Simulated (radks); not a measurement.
Task: Radial electron density D(r) = 4 pi r^2 rho(r) of an atom or ion with 33 electrons. All-electron calculation, Dirac Kohn-Sham, LDA (Slater exchange, Perdew-Wang correlation), spin-unpolarised, spherical densities, finite nucleus; Fermi nuclear charge, rms radius of each element as measured or else 0.836 A^(1/3) + 0.57 fm. Program: a radial shooting solver on a logarithmic mesh with Libxc functionals.

r (bohr),D(r) (e/bohr)
0.003963,4.293
0.004541,5.382
0.005244,6.795
0.006008,8.413
0.006883,10.34
0.007886,12.61
0.009035,15.22
0.01035,18.18
0.01195,21.64
0.0137,25.15
0.01569,28.75
0.01798,32.28
0.0206,35.49
0.0236,38.15
0.02725,40.05
0.03122,40.80
0.03577,40.43
0.04098,39.07
0.04695,37.05
0.05422,34.83
0.06212,33.40
0.07117,33.31
0.08154,34.93
0.09342,38.14
0.107,42.19
0.1236,45.98
0.1416,47.60
0.1622,46.29
0.1859,42.00
0.213,35.81
0.244,29.68
0.2818,25.45
0.3228,24.68
0.3698,26.55
0.4237,29.28
0.4855,30.75
0.5606,29.43
0.6423,25.46
0.7359,19.91
0.8431,14.24
0.9659,9.556
1.107,6.347
1.278,4.422
1.464,3.534
1.678,3.071
1.922,2.702
2.202,2.277
2.523,1.787
2.913,1.260
3.338,0.8242
3.824,0.4884
4.381,0.2598
5.019,0.1226
5.751,0.05053
6.641,0.01672
7.609,0.004919
8.717,0.001189

What is the nuclear charge?

Result: Z = 33. The innermost maximum, from 1s, lies near gamma/Z bohr with gamma = sqrt(1 - (Z/c)^2) = 0.971, here 0.0294 bohr (found: 0.0320), and its height grows with Z. The density is that of neutral arsenic in [Ar] 3d10 4s1.5 4p3.5; the configuration itself is not fixed sharply by these data, and Z only to about a unit. D(r) has 3 maxima, at r = 0.0320, 0.143, 0.493 bohr, and minima at 0.0673, 0.313 bohr, inside which lie 2.10, 11.02 electrons.
